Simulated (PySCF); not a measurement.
# Bi: excitation energy

Bi [Xe] 4f14 5d10 6s2 6p3 (4S) → Bi [Xe] 4f14 5d10 6s2 6p2 7s1 (4P), as a difference of total energies. Calculation: PySCF 2.14, in aug-cc-pwCVTZ-DK3; the spin-free X2C one-electron Hamiltonian (Gaussian nucleus). Correlated levels: valence: [Xe] 4f14 5d10 frozen; valence and next inner shell: [Kr] 4d10 4f14 frozen. The calculations carry no spin-orbit coupling.

| method | excitation energy (eV) |
| --- | --- |
| UHF | 5.243 |
| LDA | 5.195 |
| PBE | 5.104 |
| PBE0 | 5.258 |
| r2SCAN | 5.480 |
| MP2 (valence) | 5.345 |
| SCS-MP2 (valence) | 5.325 |
| MP2 (valence and next inner shell) | 5.397 |
| SCS-MP2 (valence and next inner shell) | 5.329 |

Question: How much does correlation contribute at MP2 (valence and next inner shell)?

Answer: 5.397 − (5.243) = 0.154 eV, measured against UHF.

Spin-orbit coupling is strong in these open shells (close to jj coupling). The scalar numbers leave it out and a first-order estimate fails, so it can dominate the gap to the real levels.

The promoted electron is Rydberg-like, and one or two diffuse shells describe it only roughly, which tends to raise the upper state.
